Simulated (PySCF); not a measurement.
CH11NSi3.

```xyz
16

C     -2.3571     1.0426     0.7614
Si    -1.9966    -0.3852    -0.4005
N     -0.3681    -0.3701    -1.0347
Si     1.0854    -0.9287    -0.2503
Si     2.2777     0.8700     0.6836
H     -3.3887     0.9889     1.1447
H     -2.2323     2.0102     0.2505
H     -1.6713     1.0240     1.6233
H     -2.9365    -0.3295    -1.5637
H     -2.1796    -1.6737     0.3353
H     -0.2299     0.1897    -1.8721
H      1.9707    -1.6675    -1.2072
H      0.6654    -1.8615     0.8406
H      1.4311     1.5498     1.7154
H      3.5605     0.4428     1.3268
H      2.5983     1.8766    -0.3790
```

Geometry optimised at PBE0-D3(BJ)/def2-SVP. This is a generated structure with no PubChem entry under its InChIKey; it may be hypothetical. Other conformers were not sampled.

These are PBE/pcSseg-1 run with PySCF values and carry that method's errors. Non-relativistic, no solvent.

Computed absolute GIAO shielding of each atom: isotropic value and principal components (ppm):
| atom | σ(iso) | σ11 | σ22 | σ33 | span |
|---|---|---|---|---|---|
| C1 | 177.6 | 164.6 | 179.3 | 188.8 | 24.1 |
| Si2 | 357.3 | 299.0 | 362.5 | 410.5 | 111.5 |
| N3 | 251.5 | 228.6 | 241.0 | 285.0 | 56.4 |
| Si4 | 377.8 | 315.3 | 358.8 | 459.4 | 144.0 |
| Si5 | 446.8 | 435.2 | 445.0 | 460.3 | 25.1 |
| H6 | 31.3 | 27.3 | 27.7 | 38.7 | 11.4 |
| H7 | 30.9 | 27.6 | 28.9 | 36.3 | 8.7 |
| H8 | 30.8 | 26.9 | 29.7 | 35.7 | 8.9 |
| H9 | 26.2 | 22.1 | 25.1 | 31.5 | 9.4 |
| H10 | 26.3 | 22.6 | 25.6 | 30.8 | 8.2 |
| H11 | 32.0 | 23.2 | 30.1 | 42.6 | 19.4 |
| H12 | 25.8 | 21.6 | 24.7 | 31.2 | 9.6 |
| H13 | 26.0 | 23.0 | 25.4 | 29.6 | 6.6 |
| H14 | 27.8 | 24.6 | 26.9 | 31.9 | 7.3 |
| H15 | 27.7 | 24.7 | 25.0 | 33.4 | 8.7 |
| H16 | 27.7 | 24.9 | 25.9 | 32.3 | 7.3 |
